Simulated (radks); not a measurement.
Polarisability of the cadmium ion Cd2+, [Kr] 4d10, at imaginary frequency. All-electron calculation, scalar-relativistic Kohn-Sham, LDA (Slater exchange, Perdew-Wang correlation), spin-unpolarised, spherical densities, finite nucleus; Fermi nuclear charge, rms radius 4.6087 fm. Program: a radial shooting solver on a logarithmic mesh with Libxc functionals. Response by self-consistent Sternheimer equations with the Hartree and adiabatic LDA kernel, the relativistic mass of each level held fixed and spin-orbit coupling left out.

| w (hartree) | alpha1(iw) (bohr^3) | alpha2(iw) (bohr^5) |
|---|---|---|
| 0.00266 | 5.674 | 22.86 |
| 0.0143 | 5.673 | 22.84 |
| 0.0360 | 5.665 | 22.73 |
| 0.0697 | 5.641 | 22.36 |
| 0.118 | 5.580 | 21.52 |
| 0.186 | 5.451 | 19.95 |
| 0.280 | 5.206 | 17.63 |
| 0.413 | 4.797 | 14.86 |
| 0.605 | 4.198 | 12.08 |
| 0.892 | 3.427 | 9.452 |
| 1.35 | 2.542 | 6.928 |
| 2.12 | 1.629 | 4.511 |
| 3.59 | 0.8321 | 2.394 |
| 6.94 | 0.3037 | 0.8873 |
| 17.5 | 0.06868 | 0.1695 |

Static values: alpha1 = 5.674 bohr^3 (0.8408 angstrom^3; uncoupled 8.680), alpha2 = 22.87 bohr^5, alpha3 = 106.9 bohr^7. C6 = 29.04, C8 = 455.0, triple-dipole C9 = 113.7 atomic units. One-pole (London) frequency 4 C6 / (3 alpha1^2) = 1.203 hartree, against 1.129 for minus the highest occupied eigenvalue.
